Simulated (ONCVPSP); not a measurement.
**Varying the ONCV potential for platinum**

Base potential:

```
Element                 : Pt (Z = 78)
Generator               : ONCVPSP 4.0.1
Type                    : optimised norm-conserving Vanderbilt (ONCV)
Functional              : revPBE
Relativity              : scalar-relativistic
Frozen core             : [Kr] 4d10 4f14
Valence charge          : 18
Reference configuration : 5s2 5p6 5d9 6s1
Partial waves           : 5s+6s: rc 1.65 bohr, ncon 4, nbas 7, qcut 9.5 1/bohr, 3 projectors, debl 3.4 Ha; 5p: rc 1.85 bohr, ncon 4, nbas 7, qcut 8.4 1/bohr, 2 projectors, debl 3 Ha; 5d: rc 1.65 bohr, ncon 4, nbas 9, qcut 6.1 1/bohr, 2 projectors, debl 3.5 Ha
Local potential         : polynomial inside 1.35 bohr (lpopt 1, dvloc0 0 Ha)
Core correction         : Teter function, fcfact 2.75, rcfact 1.7
```

All-electron outer shells of the reference configuration (revPBE, scalar-relativistic, ld1.x):

```csv
shell,level (eV),outermost node (bohr),outermost maximum (bohr)
5s,-101.72,0.49,0.87
4f,-69.98,–,0.38
5p,-55.94,0.53,0.98
5d,-6.07,0.57,1.26
6s,-5.56,1.14,2.38
```

Cutoffs, loose and tight: the cutoffs (Ha) at which the residual kinetic energy of the hardest occupied pseudo-wave falls to 1 and 0.1 mHa per electron. They do not see the model core or the augmentation charge, which bear on the density cutoff. Test errors are all-electron minus pseudo excitation energies from the reference, over the configurations 5s2 5p6 5d9 6s0; 5s2 5p6 5d8 6s0; 5s2 5p6 5d7 6s0; 5s2 5p6 5d10 6s0. A dash means not determined; rows that change the core or the reference have their own tests.

| change | outcome | cutoff, loose | cutoff, tight | bound ghosts | GHOST(+) flags above zero | largest test error (meV) |
| --- | --- | --- | --- | --- | --- | --- |
| base | generated | 28 Ha | 43 Ha | none | s | -26 |
| core correction Teter function, fcfact 2.4, rcfact 1.7 | generated | 28 Ha | 43 Ha | none | s | -24 |
| core correction Teter function, fcfact 3.7, rcfact 1.7 | generated | 28 Ha | 43 Ha | none | s | -32 |
| core correction Teter function, fcfact 4.7, rcfact 1.7 | generated | 28 Ha | 43 Ha | none | s | -38 |
| core correction Teter function, fcfact 5.7, rcfact 1.7 | generated | 28 Ha | 43 Ha | none | s | -46 |
| core correction Teter function, fcfact 6.7, rcfact 1.7 | generated | 28 Ha | 43 Ha | none | s | -53 |
| core correction Teter function, fcfact 7.2, rcfact 1.7 | generated | 28 Ha | 43 Ha | none | s | -57 |

Problem. What comes out with this change to the base: core correction Teter function, fcfact 1.4, rcfact 1.7?

Solution. outcome: generated; cutoff, loose: 28 Ha; cutoff, tight: 43 Ha; bound ghosts: none; GHOST(+) flags above zero: s; largest test error (meV): -18.

Reading the sweep of the fcfact (base included, trends over the rows without a ghost): The loose cutoff stays near 28 Ha. The median size of the test errors (rows with all tests solved) rises from 7.4 meV at 1.4 to 14.8 meV at 7.2.
